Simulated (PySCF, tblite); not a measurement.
Parent: `[CH3:1][N:2]([CH3:3])[P:4]1[CH:5]=[CH:6]1` with C1–N2–P4–C5 -91°, C4H8NP.

Computed geometry: GFN2-xTB, gas phase. One conformer each, not checked by frequencies here.

```json
{"coordinate of the parent": "C1–N2", "value": "1.448 Å"}
{"coordinate of the parent": "N2–C3", "value": "1.448 Å"}
{"coordinate of the parent": "N2–P4", "value": "1.748 Å"}
{"coordinate of the parent": "P4–C5", "value": "1.833 Å"}
{"coordinate of the parent": "C5=C6", "value": "1.308 Å"}
{"coordinate of the parent": "P4–C6", "value": "1.834 Å"}
{"coordinate of the parent": "C1–N2–C3", "value": "112.3°"}
{"coordinate of the parent": "C1–N2–P4", "value": "115.9°"}
{"coordinate of the parent": "C3–N2–P4", "value": "115.9°"}
{"coordinate of the parent": "N2–P4–C5", "value": "99.0°"}
{"coordinate of the parent": "N2–P4–C6", "value": "99.0°"}
{"coordinate of the parent": "C5–P4–C6", "value": "41.8°"}
{"coordinate of the parent": "P4–C5–C6", "value": "69.1°"}
{"coordinate of the parent": "P4–C6–C5", "value": "69.1°"}
```

**Question.** How does the shared frame change in `[CH3:1][N:2]([CH3:3])[P:4]1(=[N:5][SiH3:6])[CH:7]=[CH:8]1` with C1–N2–P4–N5 -20°, C4H11N2PSi? Atoms pair as C1 = C3, N2 = N2, C3 = C1, P4 = P4, C5 = C7, C6 = C8 (parent first).

**Answer.** 
| parent | relative | value in the relative | change |
| --- | --- | --- | --- |
| C1–N2 | C3–N2 | 1.442 Å | -0.006 |
| N2–C3 | N2–C1 | 1.446 Å | -0.002 |
| N2–P4 | N2–P4 | 1.662 Å | -0.086 |
| P4–C5 | P4–C7 | 1.798 Å | -0.035 |
| C5=C6 | C7=C8 | 1.355 Å | +0.047 |
| P4–C6 | P4–C8 | 1.804 Å | -0.030 |
| C1–N2–C3 | C3–N2–C1 | 115.5° | +3.2 |
| C1–N2–P4 | C3–N2–P4 | 122.3° | +6.4 |
| C3–N2–P4 | C1–N2–P4 | 120.0° | +4.1 |
| N2–P4–C5 | N2–P4–C7 | 110.9° | +11.9 |
| N2–P4–C6 | N2–P4–C8 | 114.4° | +15.4 |
| C5–P4–C6 | C7–P4–C8 | 44.2° | +2.4 |
| P4–C5–C6 | P4–C7–C8 | 68.2° | -0.9 |
| P4–C6–C5 | P4–C8–C7 | 67.6° | -1.5 |

Of the parent's bonds, N2–P4 changes most (-0.086 Å). Bonds of the relative outside the shared frame: P4=N5 1.559, N5–Si6 1.726 Å. Point group Cs → C1.
